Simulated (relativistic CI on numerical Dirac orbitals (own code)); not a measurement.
## Transition arrays of Rh19+

These numbers are calculated, not measured: Dirac-Coulomb-Breit CI, separate exchange-only KLI orbitals for each configuration, model QED (radiative potential, 1s self-energy scaled to tabulated hydrogen-like ionisation energies), valence Slater integrals scaled by 0.9, whole transition arrays (own radial code, finite nucleus).

CI space (outside the closed core [Ne] 3s2): 3p6.3d8, 3p6.3d7.4f, 3p5.3d9, 3p6.3d7.4p, 3p6.3d7.5f. Levels of other configurations are missing.

All E1 lines from the levels of 3p6.3d8; mean and standard deviation are weighted by gf, and upper levels are sorted by their leading configuration.

```tsv
Upper configuration	Lines	Σgf	Mean (eV)	Mean (nm)	σ (eV)	Strongest line (nm)
3p6.3d7.4f	721	206.1	516.00	2.403	5.09	2.377
3p5.3d9	60	18.3	195.11	6.354	12.75	5.901
3p6.3d7.4p	466	17.4	384.41	3.225	4.80	3.246
3p6.3d7.5f	721	92.8	640.62	1.935	5.68	1.935
```

Σgf per state of the lower configuration in bins of 0.1 nm over the central range (centre: value): 1.95: 2.04, 2.35: 2.31, 2.45: 2.26, 3.15: 0.08, 3.25: 0.29, 5.95: 0.09, 6.15: 0.02, 6.35: 0.04.

Task: How do configuration mixing and the scaling of the Slater integrals move the arrays?

Result: Slater scale 0.9, no configuration mixing: 3p6.3d7.4f 516.6 ± 5.2 eV (Σgf 221.4), 3p5.3d9 196.0 ± 12.9 eV (Σgf 20.4), 3p6.3d7.4p 384.5 ± 4.8 eV (Σgf 16.1), 3p6.3d7.5f 640.0 ± 5.7 eV (Σgf 69.3); Slater scale 1: 3p6.3d7.4f 517.2 ± 5.5 eV (Σgf 206.7), 3p5.3d9 195.4 ± 13.3 eV (Σgf 18.1), 3p6.3d7.4p 384.6 ± 5.3 eV (Σgf 17.5), 3p6.3d7.5f 641.2 ± 6.2 eV (Σgf 93.2); Slater scale 0.8: 3p6.3d7.4f 514.8 ± 4.7 eV (Σgf 205.5), 3p5.3d9 194.8 ± 12.3 eV (Σgf 18.5), 3p6.3d7.4p 384.2 ± 4.3 eV (Σgf 17.2), 3p6.3d7.5f 640.0 ± 5.2 eV (Σgf 92.4). With mixing, levels are counted to their leading configuration, so an array can shrink or vanish into another, and the sums then hold other lines.
